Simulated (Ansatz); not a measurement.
A run on C$_{2}$H$_{5}$GeO (`[CH]=[CH][GeH2][OH]`) radical with other settings.

```yaml
crystal:
  periodic: [false, false, false]
  atoms:
    - {symbol: C, position_ang: [-0.197913, 1.155641, -1.504818]}
    - {symbol: C, position_ang: [0.330408, 1.124045, -0.201244]}
    - {symbol: Ge, position_ang: [0.150849, -0.953257, 0.330839]}
    - {symbol: O, position_ang: [-0.874018, -1.246451, 1.657019]}
    - {symbol: H, position_ang: [-0.438556, 2.013090, -2.216379]}
    - {symbol: H, position_ang: [0.547819, 1.551786, 0.090624]}
    - {symbol: H, position_ang: [1.741475, -1.548240, 0.576241]}
    - {symbol: H, position_ang: [-0.639141, -1.759484, -0.722689]}
    - {symbol: H, position_ang: [-1.662385, -0.454220, 1.698933]}
basis:
  gaussian: {orbitals: def2-TZVPP}
total_charge: -1
hamiltonian: {xc: {name: PBE-QIDH}, pseudopotentials: {relativity: none}}
```

```sh
$ ansatz run in.yaml --threads 4 --pin off --events-out ev --progress --plain --max-ram 10444MiB
```

It prints (some lines left out):

```
Functional definition: PBE-QIDH
1277 factors; integrals over basis functions are off by at most 1.0e-3 eV
mean field evaluation 1: about -60666.3827 eV, gradient 4.8e1 eV
mean field evaluation 2: about -60666.5217 eV, gradient 4.8e1 eV
mean field evaluation 4: about -60672.1691 eV, gradient 4.5e0 eV
mean field evaluation 8: about -60672.2319 eV, gradient 6.3e-1 eV
mean field evaluation 16: about -60672.2332 eV, gradient 1.9e-3 eV
mean field -60672.23319591 eV, -2229.6634448331 hartree, gradient 8.3e-6 eV, S^2 0.000000; 0 other end points of the search recorded, 0 dependent functions left out
12 core orbitals not correlated: weight in the atoms' cores, before any rotation towards them, 1.000 or more for the frozen orbitals, at most 0.000 for the correlated occupied ones
reference -60672.23320742 eV, -2229.6634452558 hartree; 17, 17 occupied and 182, 182 virtual orbitals, 1277 factors
second order -25.98562938 eV of doubles, -0.00000000 eV of singles
Total energy: -60680.89508388 eV, -2229.9817633445 hartree
```

It took 4.2 s on 4 threads of an Arm Neoverse V2 on a shared host, with 0.49 GiB of host memory at the peak.
